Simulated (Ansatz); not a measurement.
A nudged elastic band was laid between two geometries of AlH7N2OS (12 atoms, charge 0, multiplicity 1).

Method: RKS PBE/def2-SVP (Ansatz).

```json
{
 "movable images": "5",
 "climbing image": "yes",
 "spring": "5.0 eV/Å²",
 "optimiser": "quadratic models (default)",
 "start path": "through a guess of the saddle point",
 "force threshold": "0.05 eV/Å",
 "iteration limit": "60",
 "end points": "relaxed"
}
```

Image 0:

```xyz
12
Properties=species:S:1:pos:R:3
Al 0.170 0.198 -0.355
O -0.817 1.649 -0.336
N 1.889 0.149 0.222
N -0.887 -0.658 1.176
H -1.260 -0.623 -2.483
S -0.189 -1.312 -1.998
H -0.584 2.367 -0.945
H 2.278 0.850 0.861
H 2.635 -0.155 -0.411
H -1.645 -0.037 1.491
H -0.291 -0.903 1.978
H -1.300 -1.524 0.801
```

Image 6:

```xyz
12
Properties=species:S:1:pos:R:3
Al -0.346 -0.135 -0.245
O -1.053 1.123 -1.242
N 1.459 0.835 -0.209
N -0.827 -0.211 1.504
H -1.900 0.946 -1.681
S 0.231 -2.101 -1.195
H 1.372 1.689 -0.780
H 1.660 1.102 0.764
H 2.244 0.271 -0.563
H -1.584 0.377 1.865
H -0.784 -1.065 2.067
H -0.474 -2.830 -0.286
```

(1) Which bonds break or form, and what moves?

(2) What energy profile does the band end with?

(3) What is the geometry of the highest image?

Answers

(1) Bonds broken: O2–H7, N4–H12, H5–S6. Bonds formed: O2–H5, N3–H7, S6–H12.

(2) The forces met the threshold. The highest image is number 2 of 0 to 6, 1.29 eV above the first end and 1.26 eV above the last; the last end lies 0.02 eV above the first. A vibrational analysis at the climbing image gives no mode beyond 40i cm⁻¹: the surface is too flat there to confirm a saddle point. The orbitals stay closed-shell, which can raise the energy where a bond breaks towards radicals; this wasn't checked here.

```tsv
image	path coordinate (Å)	energy (eV)	O2–H7 (Å)	N4–H12 (Å)	H5–S6 (Å)
0	0.00	0.00	0.97	1.03	1.36
1	1.49	1.14	0.97	1.42	1.37
2	2.99	1.29	0.97	3.13	1.41
3	4.17	0.90	0.98	3.38	2.29
4	5.36	0.83	1.04	3.46	3.07
5	6.54	0.12	2.14	3.53	3.47
6	7.73	0.02	2.53	3.19	3.75
```

(3) 
```xyz
12
Properties=species:S:1:pos:R:3:forces:R:3
Al 0.144 0.266 0.183 0.01 0.03 -0.01
O -0.893 1.259 -0.873 0.02 -0.02 0.01
N 1.931 0.434 0.123 0.02 -0.01 0.04
N -0.719 -0.279 1.656 -0.02 0.00 0.01
H -0.968 -0.228 -1.846 -0.02 0.00 -0.02
S -0.487 -1.547 -1.735 0.00 0.00 0.01
H -0.551 2.109 -1.199 -0.01 0.00 0.00
H 2.508 0.479 0.966 -0.01 -0.01 -0.04
H 2.523 0.220 -0.682 -0.01 0.01 0.00
H -1.616 0.109 1.956 0.01 -0.01 -0.01
H -0.360 -0.923 2.361 0.00 0.00 0.00
H -1.511 -1.899 -0.908 0.00 0.00 0.00
```

The run took 4.1 min on 2 threads of Intel(R) Xeon(R) Platinum 8375C CPU @ 2.90GHz (Ice Lake), on a shared host, peak memory 0.18 GiB.
